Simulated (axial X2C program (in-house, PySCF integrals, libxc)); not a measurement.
## Low determinants of MnN at the PBE0 level, 2c

Computed with an in-house relativistic program for diatomic molecules. Two-component (2c) means X2C with spin–orbit coupling and atomic mean-field two-electron Coulomb and Gaunt terms. Basis: Mn dyall-cv3z [9s10p6d3f2g], N dyall-av3z [7s7p3d2f] (cores contracted in-house); Gaussian nuclei, density fitting, unrestricted open shells. Masses: Mn 54.938 u, N 14.003 u.

Search at 1.650 Å (vertical energies from the lowest determinant):

```tsv
ΔE (eV)	state	electrons beyond evenly filled partner blocks	electrons in ±ω = 1/2, 3/2, 5/2, 7/2
0.00	Ω = 1	ω = -3/2, ω = 5/2	24 7 1 0
0.03	Ω = 3	ω = 1/2, ω = 5/2	23 8 1 0
0.92	Ω = 2	2 × ω = 1/2, ω = -3/2, ω = 5/2	24 7 1 0
1.20	Ω = 1	ω = -1/2, ω = 3/2	23 7 2 0
1.22	Ω = 0	ω = 1/2, 2 × ω = -3/2, ω = 5/2	23 8 1 0
1.23	Ω = 4	ω = 3/2, ω = 5/2	24 7 1 0
1.25	Ω = 2	ω = -1/2, ω = 5/2	23 8 1 0
```

Lowest determinant, Ω = 1 (⟨Sz⟩ = 2.00, ⟨Lz⟩ = -1.00 at PBE0): Re = 1.632 Å, ωe = 681.4 cm⁻¹.

The determinant in row 2 of the search, Ω = 3 (⟨Sz⟩ = 2.00, ⟨Lz⟩ = 1.00 at PBE0), was followed along the bond at PBE0; measured from the minimum of the lowest determinant it gives:

Te = 0.027 eV (218 cm⁻¹), Re = 1.635 Å, ωe = 678.8 cm⁻¹.

**Question.** Compare the bond of the determinant in row 2 with that of the lowest one.

**Answer.** At PBE0 its Re is 0.003 Å longer and its force constant, which goes as ωe², is 0.99 times that of the lowest determinant. T0 ≈ Te + Δωe/2 = 218 + (-1) = 217 cm⁻¹.

The search compares states at one distance, so a state with another bond length can lie lower; it is not exhaustive and yields mostly the lowest determinant of each block pattern, so other components and higher states of one pattern are missing. These are energies of single determinants, not of spin-adapted states; PBE0 term energies can be off by some tenths of an eV, and the functional has no current term. Open-shell Ω = 0 determinants with evenly filled partner blocks cannot be reached by this program, so the Ω shown need not be the lowest component. The lowest determinant need not be the ground state where others lie within half an eV.
